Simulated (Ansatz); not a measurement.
Relaxation of C$_{2}$H$_{7}$ClO$_{2}$Si (13 atoms, charge 0, multiplicity 1), to a largest force component of 0.02 eV/Å in at most 40 steps.

The calculation used RHF/6-31G (Ansatz 0.2.0).

```xyz
13
Properties=species:S:1:pos:R:3
Si 0.000 0.000 0.000
Cl 0.000 0.000 2.130
O 1.584 0.000 -0.559
C 2.350 -1.163 -0.836
H 1.719 -1.905 -1.367
H 3.218 -0.893 -1.473
H 2.714 -1.602 0.116
O -0.791 1.371 -0.559
C -2.151 1.418 -0.965
H -2.769 0.822 -0.261
H -2.502 2.471 -0.964
H -2.247 0.998 -1.988
H -0.688 -1.191 -0.486
```

Problem. Where does it end, and by what steps?

Solution. The forces met the threshold. The force dipped under the threshold on the way, but the program's further checks kept it going. Limits of this set-up: no polarisation functions. After 29 steps the energy has fallen by 0.578 eV; H11 moved furthest, 1.81 Å.

```tsv
step	energy less start (eV)	largest force component (eV/Å)	accepted
0	0.0000	1.240	yes
2	-0.2269	0.430	yes
4	-0.3121	0.121	yes
6	-0.3269	0.781	yes
8	-0.3868	0.142	yes
10	-0.4198	0.878	no
12	-0.4575	0.229	yes
14	-0.4852	0.362	yes
16	-0.5225	0.312	yes
18	-0.5342	0.297	yes
20	-0.5410	0.381	yes
22	-0.5583	0.322	yes
24	-0.5721	0.199	no
26	-0.5752	0.147	yes
28	-0.5773	0.039	yes
29	-0.5775	0.012	yes
```

```xyz
13
Properties=species:S:1:pos:R:3
Si -0.599 -1.068 -0.245
Cl -0.436 -0.611 1.897
O 0.950 -1.221 -0.806
C 2.233 -0.605 -0.754
H 2.946 -1.322 -1.124
H 2.245 0.275 -1.381
H 2.482 -0.335 0.263
O -1.477 0.163 -0.914
C -1.616 1.580 -0.925
H -1.540 1.976 0.078
H -0.852 2.020 -1.551
H -2.589 1.803 -1.331
H -1.310 -2.332 -0.420
```

Whether the end is a true minimum wasn't checked by a vibrational analysis.

Run time: 100 s on 1 thread of Intel(R) Xeon(R) Platinum 8375C CPU @ 2.90GHz (Ice Lake), with other jobs on the host, peak memory 0.17 GiB.
